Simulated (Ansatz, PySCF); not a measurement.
Gas-phase reaction (SMILES): C=CCCl + 2 C (CH4) -> C=C (C2H4) [ethene] + CC (C2H6) [ethane] + CCl (CH3Cl) [chloromethane]; bond separation energy.

Structures are relaxed separately at B3LYP-D3(BJ)/def2-TZVP in Ansatz (an electronic-structure program), one conformer each, not searched for the lowest. Valence correlation only, unless marked. No spin-orbit coupling. Non-relativistic. Basis-set limits of correlation are two-point, X^-3; Hartree-Fock from the larger set. [CCSD(T)-MP2]/basis is that difference in the basis named. Thermal terms are rigid-rotor harmonic-oscillator values from B3LYP-D3(BJ) frequencies (PySCF) at 298.15 K and 1 atm. 1 Eh = 627.5095 kcal/mol.

```json
[
 {"species": "C=CCCl", "E, RI-MP2/CBS(cc-pV(T+d)Z,cc-pV(Q+d)Z)+[CCSD(T)-MP2]/cc-pV(T+d)Z (Ansatz) (Eh)": "-576.91534", "E, wB97X-V/def2-TZVPD (Ansatz) (Eh)": "-577.45644", "H - E (Eh)": "0.07715", "G - E (Eh)": "0.04338"},
 {"species": "C (CH4)", "E, RI-MP2/CBS(cc-pV(T+d)Z,cc-pV(Q+d)Z)+[CCSD(T)-MP2]/cc-pV(T+d)Z (Ansatz) (Eh)": "-40.46125", "E, wB97X-V/def2-TZVPD (Ansatz) (Eh)": "-40.51531", "H - E (Eh)": "0.04840", "G - E (Eh)": "0.02728"},
 {"species": "C=C (C2H4)", "E, RI-MP2/CBS(cc-pV(T+d)Z,cc-pV(Q+d)Z)+[CCSD(T)-MP2]/cc-pV(T+d)Z (Ansatz) (Eh)": "-78.47961", "E, wB97X-V/def2-TZVPD (Ansatz) (Eh)": "-78.58890", "H - E (Eh)": "0.05494", "G - E (Eh)": "0.03009"},
 {"species": "CC (C2H6)", "E, RI-MP2/CBS(cc-pV(T+d)Z,cc-pV(Q+d)Z)+[CCSD(T)-MP2]/cc-pV(T+d)Z (Ansatz) (Eh)": "-79.71807", "E, wB97X-V/def2-TZVPD (Ansatz) (Eh)": "-79.82947", "H - E (Eh)": "0.07887", "G - E (Eh)": "0.05302"},
 {"species": "CCl (CH3Cl)", "E, RI-MP2/CBS(cc-pV(T+d)Z,cc-pV(Q+d)Z)+[CCSD(T)-MP2]/cc-pV(T+d)Z (Ansatz) (Eh)": "-499.62820", "E, wB97X-V/def2-TZVPD (Ansatz) (Eh)": "-500.05755", "H - E (Eh)": "0.04161", "G - E (Eh)": "0.01500"}
]
```

Problem. Work out ΔE and ΔH, ΔG, ΔS and the equilibrium constant at 298.15 K at the first level, then ΔH at the second.

Solution. 
1. ΔE = [(-78.47961) + (-79.71807) + (-499.62820)] - [(-576.91534) + 2×(-40.46125)] = 0.01196 Eh = 7.5 kcal/mol at RI-MP2/CBS(cc-pV(T+d)Z,cc-pV(Q+d)Z)+[CCSD(T)-MP2]/cc-pV(T+d)Z.
2. The terms H - E add up to 0.00147 Eh, so ΔH = (0.01196 + (0.00147))×627.5095 = 8.4 kcal/mol.
3. The terms G - E add up to 0.00017 Eh, so ΔG = 7.6 kcal/mol, and ΔS = (0.00147 - (0.00017))×627509.5/298.15 = 2.7 cal/(mol K).
4. log10 K = -ΔG/(RT ln 10) = -5.6, with RT ln 10 = 1.3642 kcal/mol.
5. At wB97X-V/def2-TZVPD the same steps give ΔE = 7.0 and ΔH = 7.9 kcal/mol, a shift of -0.5 from the first level.
6. These values are not checked against measurement here, since the tables used lack a sound gas-phase enthalpy of formation for at least one species.
